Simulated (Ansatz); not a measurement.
Reaction (redistribution): `F[SiH2][TeH]` + `OC[SiH2]S` → `F[SiH2][SiH2]S` + `OC[TeH]`

Gas-phase electronic energies from Ansatz, PBE0-D4/def2-TZVP geometries. CBS: MP2 limit from def2 TZ/QZ plus the TZ coupled-cluster correction, frozen cores. Functionals use def2-TZVPP. Elements past krypton have def2 core potentials. For Te outer-core shells are correlated without core-valence functions, which leaves a few kJ/mol of doubt a bond. One conformer a species, not always the lowest.

**Question.** Is it downhill or uphill in electronic energy at CCSD(T)/CBS, and by how much? (An estimate is asked.)

**Answer.** Computed: Uphill: ΔE = +88.7 kJ/mol.

**Question.** What do these levels give: BHLYP-D4, PBE, r2SCANh, SCS-MP2/def2-QZVPP, HF/CBS(def2), MP2/CBS(def2)? (An estimate is asked.)

**Answer.** The calculation gave: BHLYP-D4 92.6, PBE 74.6, r2SCANh 87.6, SCS-MP2/def2-QZVPP 93.4, HF/CBS(def2) 99.3, MP2/CBS(def2) 97.4 kJ/mol.

Largest T1 diagnostic among the species: 0.012.

From PBE to PBE0 (25 % exact exchange), in def2-TZVPP and without D4, ΔE moves by +9.4 kJ/mol. Leaving LDA and LC-ωPBE aside and taking each functional with its dispersion term where it has one, the values, not all of them listed here, spread over 23.0 kJ/mol, from revPBE-D4 to ωB97M-V. LDA lies +6.4 kJ/mol from PBE without D4. In def2-TZVPP, CCSD(T) changes the Hartree–Fock value by −11.7 kJ/mol (the triples alone add −2.6 kJ/mol) and MP2 by −3.0 kJ/mol.
